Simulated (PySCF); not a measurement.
**Bonding in `CPC[P@](C)(=O)CO`**

Species: C4H12O2P2.
Atom-mapped SMILES: `[CH3:1][PH:2][CH2:3][P@:4]([CH3:5])(=[O:6])[CH2:7][OH:8]` (hydrogens: H9, H10, H11 on C1; H12 on P2; H13, H14 on C3; H15, H16, H17 on C5; H18, H19 on C7; H20 on O8)

Geometry (GFN2-xTB, Å), atoms numbered from 1 in this order:
```xyz
20
C4H12O2P2 angstrom
C      2.7777   -0.4257    0.4526
P      1.8670   -0.1532   -1.1235
C      0.5779    1.0406   -0.5017
P     -0.7125    0.0812    0.3926
C     -2.1389    1.2102    0.5949
O     -0.2681   -0.5109    1.6643
C     -1.2982   -1.2474   -0.7572
O     -2.2046   -2.0295   -0.0351
H      3.0595    0.5201    0.9130
H      2.1344   -0.9815    1.1325
H      3.6682   -1.0166    0.2444
H      2.7106    0.8529   -1.6178
H      1.0050    1.7735    0.1877
H      0.1274    1.5495   -1.3550
H     -2.9683    0.6163    0.9767
H     -1.8731    1.9594    1.3388
H     -2.4240    1.6874   -0.3375
H     -0.4298   -1.8322   -1.1010
H     -1.8237   -0.8450   -1.6238
H     -1.7918   -2.2383    0.8162
```

Bond orders from the PBE0/pcSseg-1 density (PySCF). Isolated species at its GFN2-xTB geometry (one conformer only).

Task: How far do the computed orders between heavy atoms stray from the drawn ones?

Result: The largest departure is 0.205, at P4–O6 (drawn double, 1.795).

Task: Give the Mayer order of every bond between heavy atoms, beside its length.

Result: 
| bond | drawn as | length (Å) | Mayer order |
| --- | --- | --- | --- |
| C1–P2 | single | 1.841 | 1.006 |
| P2–C3 | single | 1.864 | 0.954 |
| C3–P4 | single | 1.840 | 0.886 |
| P4–C5 | single | 1.830 | 0.965 |
| P4–O6 | double | 1.471 | 1.795 |
| P4–C7 | single | 1.852 | 0.902 |
| C7–O8 | single | 1.398 | 0.943 |

Bonds between the same two heavy elements. C–P: lowest C3–P4 (0.886, 1.840 Å), highest C1–P2 (1.006, 1.841 Å); in 3 of the 10 pairs the longer bond (by over 0.003 Å) has the higher order (by 0.02 or more).

Task: And the bonds to hydrogen?

Result: C–H: 0.92 to 0.96 (10 bonds); H–P: 0.94 (1 bond); H–O: 0.93 (1 bond).

Task: Sum the orders of all bonds at each heavy atom with more than one neighbour and set the sums beside the valence in the SMILES.

Result: C1 3.851 (drawn 4), P2 2.896 (drawn 3), C3 3.681 (drawn 4), P4 4.548 (drawn 5), C5 3.793 (drawn 4), C7 3.698 (drawn 4), O8 1.873 (drawn 2). Orders between atoms that aren't bonded are not in these sums.

For a closed shell the Mayer order of atoms A and B is Σ (PS)μν (PS)νμ over the basis functions μ on A and ν on B, with P the density and S the overlap matrix.

These values come from a run that also computed NMR shieldings. The run took 53 s (grids of density and orbitals included) on an Intel Xeon Platinum 8488C with one thread, shared host with 192 logical CPUs at a one-minute load of 76, and the process peaked at 1.1 GiB of memory.
